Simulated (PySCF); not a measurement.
Species: B2BrH4N.
Atom-mapped SMILES: `[BH2:1][NH:2][BH:3][Br:4]` (hydrogens: H5, H6 on B1; H7 on N2; H8 on B3)

Method used: PBE0-D3(BJ)/def2-SVP geometry optimisation, gas phase (PySCF 2.14.0).

What internal coordinates does the optimisation give?

```csv
bond,length (Å)
B1–N2,1.420
N2–B3,1.415
B3–Br4,1.918
"B1–H5, B1–H6",1.207
N2–H7,1.017
B3–H8,1.201
```

Bonds in one row agree within 0.01 Å and their mean is given. A selection of angles:
```csv
angle,degrees
N2–B1–H5,119.0
H5–B1–H6,122.1
B1–N2–B3,125.2
B1–N2–H7,117.8
B3–N2–H7,117.0
N2–B3–Br4,119.5
N2–B3–H8,121.8
Br4–B3–H8,118.6
```

Torsions: B1–N2–B3–Br4 -179° (antiperiplanar).

N2 (boron-bound nitrogen) is planar (angles 125.2°, 117.8° and 117.0°, sum 360.0°, 0.00 Å off the plane of its three neighbours). B1 (three-coordinate boron) is planar (angles 122.1°, 119.0° and 118.9°, sum 360.0°, 0.00 Å off the plane of its three neighbours). The 4 heavy atoms lie in one plane (0.004 Å rms). B3 (three-coordinate boron) is planar (angles 121.8°, 119.5° and 118.6°, sum 360.0°, 0.00 Å off the plane of its three neighbours).

Point group: Cs (tolerance 0.08 Å). PBE0-D3(BJ)/def2-SVP frequencies: not computed here. One conformer, not necessarily the lowest.
